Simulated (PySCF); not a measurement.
## Electron correlation in Os²⁺ (osmium, charge +2)

[Xe] 4f14 5d5 6s1, high-spin 7S determinant (an excited configuration). All numbers are calculated (PySCF 2.14, scalar relativity by spin-free X2C-1e, in ANO-RCC-VTZP (8s7p5d3f2g1h, 104 functions)). Frozen: [Xe] 4f14; 6 electrons correlated.

```json
{"level": "CCSD", "correlation energy (mhartree)": "-74.75"}
{"level": "(T)", "correlation energy (mhartree)": "-0.98"}
{"level": "CCSD(T)", "correlation energy (mhartree)": "-75.73"}
```

Diagnostics: T1 = 0.0030, D1 = 0.0088, largest double amplitude 0.023.

Q: Is a single reference adequate?

A: Yes, within this model without spin-orbit coupling: T1 lies below 0.03 and no double amplitude reaches 0.07.
